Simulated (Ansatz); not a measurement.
# Cost against result

Saddle point of BH$_{5}$O$_{2}$F$_{2}$, closed shell (BHF₂ ([F][BH][F]) + H₂O + H₂O → BHOF₂ ([OH][B]([F])[F]) + H₂O + H₂; bonds formed: H2–H7, H5–O8; dative contacts that become bonds: B1–O6; bonds broken: B1–H2, H5–O6, H7–O8), PBE0-D4/def2-TZVP structure:

```
10
angstrom
B -0.5653 -0.0087 -0.8935
H -0.2843 -1.1865 -0.2600
F 0.3803 0.0858 -1.8693
F -1.8538 -0.1409 -1.3078
H 0.5320 0.4766 1.0046
O -0.4018 1.0742 0.0958
H 0.4300 -0.9572 0.4902
O 1.0495 -0.3955 1.3105
H -1.2536 1.3855 0.4108
H 1.9671 -0.3334 1.0187
```

Barriers are electronic and count from the start structure reached by relaxing down the imaginary mode.

Computed with Ansatz 0.2.0 (basis: as named in each row); correlated methods freeze the cores. B3LYP uses VWN-RPA correlation. Extrapolation: Hartree–Fock as exp(−7.88 √X), correlation as X^−2.97.

Times are rough, for one single point on 4 threads of a shared host (Arm Neoverse N1).

The estimate by CCSD(T) at an estimated basis limit (MP2 extrapolated from triple and quadruple zeta, plus CCSD(T) − MP2 in triple zeta) is 1.034 eV.

| method | basis | time (s) | barrier (eV) | method less estimate |
| --- | --- | --- | --- | --- |
| HF | STO-3G | under 1 | 1.818 | 0.784 |
| PBE-D4 | STO-3G | under 1 | 0.373 | -0.661 |
| SPW92 | def2-SVP | under 1 | 0.293 | -0.741 |
| B3LYP-D4 | 6-31G | under 1 | 1.052 | 0.018 |
| PBE-D4 | def2-SVP | 1 | 0.565 | -0.469 |
| PBE0-D4 | def2-SVP | 1 | 0.739 | -0.295 |
| SPW92 | def2-TZVPP | 1 | 0.414 | -0.620 |
| PBE-D4 | def2-TZVPP | 2 | 0.675 | -0.359 |
| BLYP-D4 | def2-TZVPP | 3 | 0.810 | -0.224 |
| PBE0-D4 | def2-TZVPP | 3 | 0.818 | -0.216 |
| BHLYP-D4 | def2-TZVPP | 3 | 1.088 | 0.054 |
| B3LYP-D4 | def2-TZVPP | 3 | 0.909 | -0.125 |
| CAM-B3LYP-D4 | def2-TZVPP | 3 | 0.936 | -0.098 |
| wB97M-V | def2-SVP | 5 | 0.863 | -0.171 |
| r2SCAN-D4 | def2-TZVPP | 5 | 0.751 | -0.283 |
| r2SCAN0-D4 | def2-TZVPP | 6 | 0.864 | -0.170 |
| B2PLYP | def2-TZVPP | 6 | 0.968 | -0.066 |
| PBE-QIDH | def2-TZVPP | 6 | 0.938 | -0.096 |
| RPA on PBE | def2-TZVPP | 7 | 1.026 | -0.008 |
| CCSD(T) | def2-SVP | 8 | 1.025 | -0.009 |
| wB97X-V | def2-TZVPP | 8 | 0.974 | -0.060 |
| wB97M-V | def2-TZVPP | 10 | 0.976 | -0.058 |
| B97M-V | def2-TZVPP | 10 | 0.891 | -0.143 |
| MP2 | def2-QZVPP | 25 | 0.983 | -0.051 |
| CCSD(T) | def2-TZVPP | 210 | 1.027 | -0.007 |

All methods are single points on the PBE0-D4 structures.

No T1 diagnostic of these runs exceeds 0.012.

The step is the kind of ligand exchange by which a precursor binds to a hydroxyl group, or is hydrolysed, in atomic layer deposition of oxides.

Labels in which every atom is bracketed show which atoms are joined, not bond orders.
